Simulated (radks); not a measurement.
All-electron atom: La+ in [Xe] 5d2 (the NIST ground configuration). Method: scalar-relativistic Kohn-Sham, LDA (Slater exchange, Perdew-Wang correlation), spin-polarised, spherical densities, finite nucleus; open shells are filled with parallel spins first (spin-orbit coupling, left out, can overturn this in heavy ions); Fermi nuclear charge, rms radius 4.855 fm; computed with a radial shooting solver on a logarithmic mesh with Libxc functionals.

Unscreened Slater integrals over Kohn-Sham orbitals (hartree). They are taken over the spin-up orbitals.

integral      value
F0(5d,5d)   0.31515
F2(5d,5d)   0.16154
F4(5d,5d)   0.10568
F0(5d,5p)   0.37435
F2(5d,5p)   0.17191
G1(5d,5p)   0.19418
G3(5d,5p)   0.11920
F0(5d,5s)   0.38724
G2(5d,5s)   0.11721
F0(5d,4d)   0.41727
F2(5d,4d)  0.074110
F4(5d,4d)  0.029791
G0(5d,4d)  0.015492
G2(5d,4d)  0.018453
G4(5d,4d)  0.015154
F0(5p,5p)   0.49500
F2(5p,5p)   0.26584
F0(5p,5s)   0.52995
G1(5p,5s)   0.35323
F0(5p,4d)   0.61984
F2(5p,4d)   0.17703
G1(5p,4d)  0.050846
G3(5p,4d)  0.049243
F0(5s,5s)   0.57564
F0(5s,4d)   0.70369
G2(5s,4d)  0.079361
F0(4d,4d)    1.1725
F2(4d,4d)   0.59634
F4(4d,4d)   0.39844

Derived for the open shells (J is the average intra-shell exchange parameter used in DFT+U). 5d: Racah B = F2/49 - 5 F4/441 = 0.002099 hartree, C = 35 F4/441 = 0.008387 hartree, C/B = 4.00, F4/F2 = 0.654, J = (F2 + F4)/14 = 0.01909 hartree.
